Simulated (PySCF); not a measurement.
From one molecule to another.

First species: C₄H₆F₂SSi.
InChI=1S/C4H6F2SSi/c1-3-8(7)4(2,5)6/h1,7-8H,2H3/t8-/m1/s1

Second species: C₅H₇ClN₂Si.
SMILES: `N#CCC[Si@@H](Cl)CC#N`

Levels: CAM-B3LYP/def2-SVPD for dipole moment, HOMO energy, LUMO energy, HOMO–LUMO gap, static isotropic polarisability and electronic spatial extent ⟨r²⟩ about the centre of nuclear charge; TDDFT CAM-B3LYP/def2-SVPD for lowest singlet excitation; TDA CAM-B3LYP/def2-SVPD for lowest triplet excitation (Tamm–Dancoff); GFN2-xTB for rotational constant A and rotational constant C. Geometries: GFN2-xTB. Each species is one conformer at its optimised geometry, gas phase, non-relativistic unless stated. Electronic properties by PySCF.

Dipoles, sizes and rotational constants follow the conformer. The torsions of the flexible species, by atom-mapped SMILES:
- `[CH:1]#[C:2][Si@@H:3]([SH:4])[C:5]([CH3:6])([F:7])[F:8]`: C2–Si3–C5–C6 -50°, H–S4–Si3–C2 151°
- `[N:1]#[C:2][CH2:3][CH2:4][Si@@H:5]([Cl:6])[CH2:7][C:8]#[N:9]`: C2–C3–C4–Si5 -59°, C3–C4–Si5–Cl6 -37°, C4–Si5–C7–C8 58°

(1) Which of the two has the higher ⟨r²⟩, and by how much?

(2) Which of the two has the higher rotational constant C, and by how much?

(3) Which has the higher static isotropic polarisability?

(4) Which of the two has the higher T1 energy, and by how much?

(5) Which has the higher rotational constant A?

(6) Which of the two has the higher dipole moment, and by how much?

(7) Which has the higher S1 energy?

(8) Which has the higher LUMO energy?

## Answers

(1) The second: 1691 bohr² against 1419 bohr², a difference of 272 bohr².

(2) The first: 0.828 GHz against 0.717 GHz, a difference of 0.111 GHz.

(3) The second: 99.1 au against 92.8 au, a difference of 6.3 au.

(4) The second: 6.38 eV against 4.97 eV, a difference of 1.41 eV.

(5) The first: 1.538 GHz against 1.265 GHz, a difference of 0.273 GHz.

(6) The second: 4.77 D against 2.08 D, a difference of 2.69 D.

(7) The second: 7.63 eV against 5.98 eV, a difference of 1.65 eV.

(8) The second: 0.49 eV against 0.14 eV, a difference of 0.35 eV.

On the first: A dipole of 2.08 D is allowed in C1, and pure rotational transitions are dipole-allowed. S1 lies 3.20 eV below the HOMO–LUMO gap; its leading configuration is HOMO→LUMO, weight 0.58.

On the second: The polarisability is 14.69 Å³ as a volume (1 au = 0.148185 Å³), or 1.21 au for each of the 82 electrons. The dipole equals about 15.9 × 10⁻³⁰ C·m (1 D = 3.33564 × 10⁻³⁰ C·m).
